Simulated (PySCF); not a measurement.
## Which determinant of ZrCl lies lowest?

Unrestricted PBE0; Zr def2-TZVPPD with ECP28, Cl def2-TZVPPD; scalar-relativistic core potentials (PySCF 2.14). Outer shells of the fragments: Zr 4d2 5s2; Cl 3s2 3p5.

Followed along the bond (rough minima from three points):

| 2Ms+1 | unpaired | ⟨S²⟩ at the start | R at minimum (Å) | Te (eV) |
| --- | --- | --- | --- | --- |
| 4 | σ ↑, δ ↑↑ | 3.75 | 2.33 | 0.00 |
| 4 | σ ↑, π ↑, δ ↑ | 3.75 | 2.37 | 0.02 |
| 4 | σ ↑, π ↑, δ ↑ | 3.75 | 2.37 | 0.03 |
| 2 | δ ↑ | 1.34 | 2.29 | 0.10 |
| 2 | π ↑ | 1.60 | 2.35 | 0.24 |
| 4 | σ ↑↑, δ ↑ | 3.75 | 2.40 | 0.54 |

Solutions found at the starting distance of 2.375 Å, counted from the lowest of them; the search is not exhaustive and high or unbound solutions are not listed, so other states can lie among these:

| 2Ms+1 | unpaired | term | E (eV) | ⟨S²⟩ | ⟨Lz²⟩ | μ (D) |
| --- | --- | --- | --- | --- | --- | --- |
| 4 | σ ↑, δ ↑↑ | ⁴Σ⁻ | 0.00 | 3.75 | 0.00 | -4.28 |
| 4 | σ ↑, π ↑, δ ↑ | mixed | 0.01 | 3.75 | 4.91 | -3.43 |
| 4 | σ ↑, π ↑, δ ↑ | mixed | 0.02 | 3.75 | 4.97 | -3.58 |
| 2 | δ ↑ | mixed | 0.13 | 1.34 | 4.28 | -3.11 |
| 2 | π ↑ | mixed | 0.23 | 1.60 | 3.38 | -3.29 |
| 4 | σ ↑↑, δ ↑ | ⁴Δ | 0.53 | 3.75 | 4.01 | -0.81 |
| 2 | σ ↑, π ↓, δ ↑ | mixed | 0.58 | 1.75 | 4.83 | -4.11 |
| 2 | σ ↑, δ ↑↓ | mixed | 0.66 | 1.75 | 8.02 | -3.39 |
| 2 | σ ↓, π ↑, δ ↑ | mixed | 0.75 | 1.75 | 5.37 | -3.72 |
| 2 | σ ↓, δ ↑↑ | mixed | 0.89 | 1.75 | 0.00 | -1.85 |
| 4 | π ↑, δ ↑↑ | mixed | 1.15 | 3.75 | 1.49 | -4.37 |
| 6 | σ ↑, π ↑↑↑, δ ↑ | mixed | 5.46 | 8.76 | 5.03 | 1.83 |
| 6 | σ ↑, π ↑↑, δ ↑↑ | mixed | 5.60 | 8.76 | 2.60 | 2.11 |
| 6 | σ ↑, π ↑↑, δ ↑↑ | mixed | 5.72 | 8.76 | 2.79 | 2.56 |

A term symbol is given only where ⟨S²⟩ and ⟨Lz²⟩ are close to those of a pure state; real π, δ and φ orbitals otherwise mix terms. A positive dipole means Zr(−)Cl(+).

Spin–orbit coupling is left out. The state is the lowest single determinant that the PBE0 search found; with open d or f shells the true ground state can be another one.
